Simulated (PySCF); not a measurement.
Vertical excitations of a molecule CH5ClO2Si from TDA-PBE/def2-SVPD (PySCF 2.14.0), as energy in eV (oscillator strength): 6.80 (0.020), 6.95 (0.056), 7.05 (0.060), 7.61 (0.019), 7.77 (0.024), 7.81 (0.014), 7.91 (0.004), 7.97 (0.015), 8.07 (0.047), 8.16 (0.016). Lowest triplet (TDA): 6.64 eV. The structure is a stationary point at B3LYP-D3(BJ)/def2-SVP. One conformer was computed; it need not be the lowest.

Task: Which molecule gave these data?
A. CO[Si@H](O)Cl
B. C[Si](O)(O)Cl
C. OC[Si@@H](O)Cl

Result: B, C[Si](O)(O)Cl
